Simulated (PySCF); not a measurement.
H6AlFSi2 (SMILES [F][Al]([SiH3])[SiH3]), singlet, at the geometry of the source list; DF-PBE/pcseg-1 (PySCF).

PySCF was given this input:
```python
from pyscf import gto, scf, dft

mol = gto.M(
    atom='''
Al   -0.599700   -0.413700    0.021800
F    -1.975000   -1.352900    0.082700
Si   -0.895600    1.603100   -1.297000
H     0.227400    1.891100   -2.218300
H    -1.025600    2.843300   -0.498300
H    -2.098500    1.587600   -2.161500
Si    1.245100   -1.365900    1.280200
H     2.000800   -0.369800    2.074400
H     2.284700   -2.023900    0.456600
H     0.836500   -2.398800    2.259300
''',
    basis='pcseg-1',
    charge=0,
    spin=0,
    verbose=4,
    max_memory=1800,
)

mf = dft.RKS(mol)
mf.xc = 'pbe'
mf = mf.density_fit(auxbasis='def2-universal-jkfit')
mf.kernel()
```

### Question
Write the output that PySCF gives for this input, abridged.

### Answer

```
PySCF version 2.14.0

[INPUT] verbose = 4
[INPUT] num. atoms = 10
[INPUT] num. electrons = 56
[INPUT] charge = 0
[INPUT] spin (= nelec alpha-beta = 2S) = 0
[INPUT] symmetry False subgroup None
[INPUT] Mole.unit = angstrom
[INPUT] Symbol           X                Y                Z      unit          X                Y                Z       unit  Magmom
[INPUT]  1 Al    -0.599700000000  -0.413700000000   0.021800000000 AA   -1.133268756902  -0.781779697733   0.041196029516 Bohr   0.0
[INPUT]  2 F     -1.975000000000  -1.352900000000   0.082700000000 AA   -3.732209096016  -2.556610473924   0.156280350502 Bohr   0.0
[INPUT]  3 Si    -0.895600000000   1.603100000000  -1.297000000000 AA   -1.692438717160   3.029419950290  -2.450974783561 Bohr   0.0
[INPUT]  4 H      0.227400000000   1.891100000000  -2.218300000000 AA    0.429723720726   3.573661074165  -4.191979462123 Bohr   0.0
[INPUT]  5 H     -1.025600000000   2.843300000000  -0.498300000000 AA   -1.938103113354   5.373058289976  -0.941650527871 Bohr   0.0
[INPUT]  6 H     -2.098500000000   1.587600000000  -2.161500000000 AA   -3.965590272400   3.000129195359  -4.084643018247 Bohr   0.0
[INPUT]  7 Si     1.245100000000  -1.365900000000   1.280200000000 AA    2.352897997696  -2.581176913543   2.419227384668 Bohr   0.0
[INPUT]  8 H      2.000800000000  -0.369800000000   2.074400000000 AA    3.780964030030  -0.698820720864   3.920047872798 Bohr   0.0
[INPUT]  9 H      2.284700000000  -2.023900000000   0.456600000000 AA    4.317457276794  -3.824616703507   0.862848948476 Bohr   0.0
[INPUT] 10 H      0.836500000000  -2.398800000000   2.259300000000 AA    1.580755903199  -4.533075027607   4.269458233230 Bohr   0.0

nuclear repulsion = 238.520868313365
number of shells = 24
number of NR pGTOs = 199
number of NR cGTOs = 98
basis = pcseg-1
ecp = {}

******** <class 'pyscf.df.df_jk.DFRKS'> ********
method = DFRKS
initial guess = minao
damping factor = 0
level_shift factor = 0
DIIS = <class 'pyscf.scf.diis.CDIIS'>
diis_start_cycle = 1
diis_space = 8
diis_damp = 0
SCF conv_tol = 1e-09
SCF conv_tol_grad = None
SCF max_cycles = 50
direct_scf = False
XC library pyscf.dft.libxc version 7.1.2
    S. Lehtola, C. Steigemann, M. J. T. Oliveira, and M. A. L. Marques,  SoftwareX 7, 1–5 (2018)
XC functionals = pbe
    J. P. Perdew, K. Burke, and M. Ernzerhof,  Phys. Rev. Lett. 77, 3865 (1996)
    J. P. Perdew, K. Burke, and M. Ernzerhof,  Phys. Rev. Lett. 78, 1396 (1997)
    J. P. Perdew, K. Burke, and M. Ernzerhof,  Phys. Rev. Lett. 77, 3865 (1996)
    J. P. Perdew, K. Burke, and M. Ernzerhof,  Phys. Rev. Lett. 78, 1396 (1997)
radial grids:
    Treutler-Ahlrichs [JCP 102, 346 (1995); DOI:10.1063/1.469408] (M4) radial grids

becke partition: Becke, JCP 88, 2547 (1988); DOI:10.1063/1.454033
pruning grids: <function nwchem_prune>
grids dens level: 3
symmetrized grids: False
atomic radii adjust function: <function treutler_atomic_radii_adjust>
small_rho_cutoff = 0
Set gradient conv threshold to 3.16228e-05
Initial guess from minao.
tot grids = 130656
init E= -924.147450126423
  HOMO = -0.269432426886882  LUMO = -0.113297864290225  gap/eV = 4.24864
cycle= 1 E= -924.254601930702  delta_E= -0.107  |g|= 0.585  |ddm|= 3.08
  HOMO = -0.186054176171619  LUMO = -0.102273319833965  gap/eV = 2.27979
cycle= 2 E= -923.675630896128  delta_E= 0.579  |g|= 1.87  |ddm|= 2.14
  HOMO = -0.241627435468725  LUMO = -0.111065204829466  gap/eV = 3.55278
cycle= 3 E= -924.32246219223  delta_E= -0.647  |g|= 0.0928  |ddm|= 1.66
  HOMO = -0.24116464349928  LUMO = -0.0999687979596189  gap/eV = 3.84213
cycle= 4 E= -924.325507844076  delta_E= -0.00305  |g|= 0.0626  |ddm|= 0.323
  HOMO = -0.245763253912213  LUMO = -0.107225124570156  gap/eV = 3.76981
cycle= 5 E= -924.327109874548  delta_E= -0.0016  |g|= 0.0109  |ddm|= 0.123
  HOMO = -0.244324377808461  LUMO = -0.106329375037832  gap/eV = 3.75504
cycle= 6 E= -924.32713874701  delta_E= -2.89e-05  |g|= 0.00246  |ddm|= 0.0146
  HOMO = -0.244606674312898  LUMO = -0.106515529752548  gap/eV = 3.75765
cycle= 7 E= -924.3271403565  delta_E= -1.61e-06  |g|= 0.000573  |ddm|= 0.00393
  HOMO = -0.244611076993819  LUMO = -0.106529186237728  gap/eV = 3.75740
cycle= 8 E= -924.327140438105  delta_E= -8.16e-08  |g|= 4.87e-05  |ddm|= 0.000729
  HOMO = -0.244614042265157  LUMO = -0.10653152169932  gap/eV = 3.75742
cycle= 9 E= -924.327140438893  delta_E= -7.88e-10  |g|= 1.57e-05  |ddm|= 0.000106
  HOMO = -0.244614090328115  LUMO = -0.106530916318943  gap/eV = 3.75743
Extra cycle  E= -924.327140438864  delta_E= 2.89e-11  |g|= 1.96e-05  |ddm|= 6.94e-05
converged SCF energy = -924.327140438864
```
